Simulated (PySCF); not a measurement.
Coordinates in bohr (charge 0 multiplicity 1):
```
Ag    2.3748    0.0000    0.0000
Ag   -2.3748    0.0000    0.0000
H     0.0000    2.8191    0.0000
H     0.0000   -2.8191    0.0000
```

These are results of PBE0 in PySCF with Ag def2-TZVP with ECP28, H def2-TZVP; scalar-relativistic core potentials, no spin–orbit coupling; density-fitted integrals, not measurements.

This geometry of Ag2H2 is a stationary point at this level.

(1) What is the point group?

(2) Is it a minimum?

(3) List the harmonic modes with their infrared intensities.

(4) What are the dipole moment and the gap between the highest occupied and lowest empty levels?

Answers

(1) D2h.

(2) No: it has 1 imaginary mode, at 250i cm⁻¹ (b3g).

(3) 
```csv
symmetry,ω (cm⁻¹),IR (km/mol)
b3g,250i,–
ag,211,0.0
b1u,445,665
b3u,529,145
b2u,1016,407
ag,1259,0.0
```

(4) 0.00 D and 2.95 eV.

Stability towards spin polarisation was not tested. This need not be the most stable arrangement of these atoms.
